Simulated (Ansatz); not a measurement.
`CO[Si](Cl)(Cl)Cl` + `CC(C)Br` → `CCC(C)Br` + `O[Si](Cl)(Cl)Cl`  (formal exchange of groups at a C–O bond)

Calculated with Ansatz (gas phase, PBE0-D4/def2-TZVP geometries, no zero-point term in ΔE). CCSD(T)/CBS is the MP2 limit (def2-TZVPP, def2-QZVPP) plus CCSD(T) − MP2 in def2-TZVPP, frozen cores. Functionals use def2-TZVPP. For Br outer-core shells are correlated without core-valence functions, which leaves a few kJ/mol of doubt a bond. Scalar relativity is left out up to krypton. One conformer a species, not always the lowest.

```tsv
species	PBE-D4 energy (Eh)
`CO[Si](Cl)(Cl)Cl`	-1784.69511
`CC(C)Br`	-2692.19096
`CCC(C)Br`	-2731.46473
`O[Si](Cl)(Cl)Cl`	-1745.43983
```

Work out ΔE.

ΔE = (-2731.46473) + (-1745.43983) − (-1784.69511) − (-2692.19096) = -0.01849 Eh = -48.5 kJ/mol. CCSD(T)/CBS gives -52.8 kJ/mol.

Largest T1 diagnostic among the species: 0.010.

From BLYP to BHLYP (50 % exact exchange), in def2-TZVPP and without D4, ΔE moves by −3.7 kJ/mol. Leaving LDA and LC-ωPBE aside and taking each functional with its dispersion term where it has one, the values, not all of them listed here, spread over 12.8 kJ/mol, from PBE-QIDH to BLYP-D4. LDA lies −6.5 kJ/mol from PBE without D4. At CCSD(T), def2-SVP lies +9.6 kJ/mol from the extrapolated value and def2-TZVPP +2.2 kJ/mol.
